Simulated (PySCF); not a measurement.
SbF: one state, many levels of theory

State: ³Σ⁻ (triplet), unpaired electrons π ↑↑. Set-up: Sb x2c-SVPall, F x2c-SVPall; spin-free X2C with a Gaussian nucleus (PySCF 2.14). De refers to Sb + F in their high-spin ground configurations, without counterpoise correction. The functionals are run spin-unrestricted. A positive dipole means Sb(−)F(+).

```json
{"Level": "UHF", "Re (Å)": "1.928", "ωe (cm⁻¹)": "654", "De (eV)": "1.87", "μ (D)": "-3.00"}
{"Level": "UHF-MP2", "Re (Å)": "1.947", "ωe (cm⁻¹)": "629", "De (eV)": "3.55", "μ (D)": "n/a"}
{"Level": "UHF-SCS-MP2", "Re (Å)": "1.950", "ωe (cm⁻¹)": "624", "De (eV)": "3.44", "μ (D)": "n/a"}
{"Level": "UHF-CCSD", "Re (Å)": "1.948", "ωe (cm⁻¹)": "626", "De (eV)": "3.23", "μ (D)": "n/a"}
{"Level": "UHF-CCSD(T)", "Re (Å)": "1.953", "ωe (cm⁻¹)": "618", "De (eV)": "3.32", "μ (D)": "n/a"}
{"Level": "LDA", "Re (Å)": "1.934", "ωe (cm⁻¹)": "635", "De (eV)": "5.17", "μ (D)": "-2.13"}
{"Level": "PBE", "Re (Å)": "1.964", "ωe (cm⁻¹)": "600", "De (eV)": "4.34", "μ (D)": "-2.24"}
{"Level": "PBEsol", "Re (Å)": "1.950", "ωe (cm⁻¹)": "617", "De (eV)": "4.59", "μ (D)": "-2.18"}
{"Level": "BLYP", "Re (Å)": "1.973", "ωe (cm⁻¹)": "588", "De (eV)": "4.36", "μ (D)": "-2.27"}
{"Level": "r²SCAN", "Re (Å)": "1.946", "ωe (cm⁻¹)": "622", "De (eV)": "3.96", "μ (D)": "-2.34"}
{"Level": "PBE0", "Re (Å)": "1.942", "ωe (cm⁻¹)": "630", "De (eV)": "3.84", "μ (D)": "-2.49"}
{"Level": "CAM-B3LYP", "Re (Å)": "1.936", "ωe (cm⁻¹)": "640", "De (eV)": "4.06", "μ (D)": "-2.49"}
```

The bond length runs from 1.928 Å (UHF) to 1.973 Å (BLYP). De spans 1.87 eV (UHF, mean field) to 5.17 eV (LDA, local density). Correlation at CCSD(T) changes the Hartree–Fock bond energy by +1.45 eV; the triples alone change it by +0.09 eV.

Correlated steps freeze 19 core orbitals. Correlated levels converge slowly with the basis: in double zeta they bind strong bonds too weakly, by up to about 1 eV, and carry superposition errors of some tenths. Spin–orbit coupling is left out, which matters for elements this heavy, above all for dissociation energies. The state was picked by a PBE0 search and need not be the measured ground state.

The whole job (state search and all levels along the bond) took about 2.3 min on 1 thread of Oxide Virtual Turin-like (shared host), peak memory 0.59 GiB.
